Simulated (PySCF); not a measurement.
Constitutional and geometric isomers with formula CH4OSi. Gas-phase values, no solvent. One relaxed conformer stands for each flexible species; it need not be the lowest. Strings in code marks are SMILES.

Quantity: vertical ionisation energy (energy after one electron is removed minus that of the parent at the parent's geometry), in eV.

Level 1: B3LYP-D3(BJ)/def2-TZVP (PySCF)
Level 2: PBE-D3(BJ)/def2-TZVP // B3LYP-D3(BJ)/def2-TZVP (PySCF)
Level 3: B3LYP/6-31G* // B3LYP-D3(BJ)/def2-TZVP (PySCF)
Level 4: minus the HOMO energy of SVWN5/6-31G* // B3LYP-D3(BJ)/def2-TZVP (PySCF)

```
species                              level 1  level 2  level 3  level 4
-----------------------------------  -------  -------  -------  -------
`OC=[SiH2]` (H–O–C–Si torsion 164°)     7.85        …        …        …
`C=[SiH]O` (C–Si–O–H torsion 0°)        8.40     8.40     8.19     4.96
`C1O[SiH2]1`                           10.12    10.02    10.00     6.36
```

### Question
Some entries are withheld; supply them.

### Answer

- `OC=[SiH2]` (H–O–C–Si torsion 164°), level 2: 7.84
- `OC=[SiH2]` (H–O–C–Si torsion 164°), level 3: 7.71
- `OC=[SiH2]` (H–O–C–Si torsion 164°), level 4: 4.61
